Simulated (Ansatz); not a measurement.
Consider the substitution at a C–Si bond: `BCC[SiH2]C` + `[CH3][Nb](=[NH])([NH2])[F]` → `C[N]=[Nb]([CH3])([NH2])[F]` + `BCC[SiH3]`.

Computed with Ansatz on PBE0-D4/def2-TZVP structures; ΔE is electronic, products minus reactants. CCSD(T)/CBS is the MP2 limit (def2-TZVPP, def2-QZVPP) plus CCSD(T) − MP2 in def2-TZVPP, frozen cores. DFT in def2-TZVPP. Elements past krypton have def2 core potentials. For Nb outer-core shells are correlated without core-valence functions, which leaves a few kJ/mol of doubt a bond. One conformer a species, not always the lowest.

```json
{"level": "r2SCAN-D4", "ΔE (kJ/mol)": "51.4", "difference from CCSD(T)/CBS": "-0.1"}
{"level": "PBE0-D4", "ΔE (kJ/mol)": "50.0", "difference from CCSD(T)/CBS": "-1.5"}
{"level": "ωB97M-V", "ΔE (kJ/mol)": "58.2", "difference from CCSD(T)/CBS": "6.7"}
{"level": "B2PLYP", "ΔE (kJ/mol)": "45.8", "difference from CCSD(T)/CBS": "-5.7"}
{"level": "PBE0", "ΔE (kJ/mol)": "49.6", "difference from CCSD(T)/CBS": "-1.9"}
{"level": "HF/def2-TZVPP", "ΔE (kJ/mol)": "54.6", "difference from CCSD(T)/CBS": "3.1"}
{"level": "SCS-MP2/def2-TZVPP", "ΔE (kJ/mol)": "40.6", "difference from CCSD(T)/CBS": "-10.9"}
{"level": "CCSD(T)/def2-TZVPP", "ΔE (kJ/mol)": "48.1", "difference from CCSD(T)/CBS": "-3.4"}
{"level": "HF/def2-QZVPP", "ΔE (kJ/mol)": "54.9", "difference from CCSD(T)/CBS": "3.4"}
{"level": "CCSD/CBS(def2)", "ΔE (kJ/mol)": "54.2", "difference from CCSD(T)/CBS": "2.7"}
{"level": "CCSD(T)/CBS", "ΔE (kJ/mol)": "51.5", "difference from CCSD(T)/CBS": "0"}
```

Largest T1 diagnostic among the species: 0.020, so the coupled-cluster value is less sure than usual.

From PBE to PBE0 (25 % exact exchange), in def2-TZVPP and without D4, ΔE moves by +3.9 kJ/mol. In def2-TZVPP, CCSD(T) changes the Hartree–Fock value by −6.5 kJ/mol (the triples alone add −2.7 kJ/mol) and MP2 by −14.1 kJ/mol.
